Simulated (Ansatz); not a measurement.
System: HgBr, charge 0, doublet. HgBr (parent SMILES [Br][Hg], doublet).
B3LYP-D3(BJ)/def2-TZVP minimum from Ansatz (a program for electronic structure):
```xyz
2

Hg     0.0000     0.0000    -0.7963
Br     0.0000     0.0000     1.8201
```
Charge 0, spin multiplicity 2.

Total energies in def2-SVP, 19 correlated electrons, 18 frozen orbitals. UHF or UKS for unpaired electrons; spin-orbit terms are left out. Cores are frozen in correlated methods (noble-gas shells, and filled d and f shells in the p block). Past Kr the def2 sets carry scalar-relativistic core potentials. Spin-orbit terms, left out, reach several kcal/mol for Br and I, and more for heavier atoms. The UHF reference of BrHg (parent SMILES [Br][Hg], doublet) is spin-contaminated (<S^2> up to 0.03 over the pure value in the sets run). The spin of BrHg (parent SMILES [Br][Hg], doublet) was assumed, and the state is the lowest solution found for it.

| method | program | energy (Eh) | minus CCSDT(Q) (mEh) |
|---|---|---|---|
| HF | Ansatz | -2724.64471 | 404.86 |
| MP2 | Ansatz | -2725.04302 | 6.55 |
| CCSD | Ansatz | -2725.04113 | 8.44 |
| CCSD(T) | Ansatz | -2725.04856 | 1.01 |
| CCSDT(Q) | Ansatz | -2725.04957 | 0.00 |

Rough core times of Ansatz's runs on a shared machine: CCSD(T) under 20 s, CCSDT(Q) 3 min.
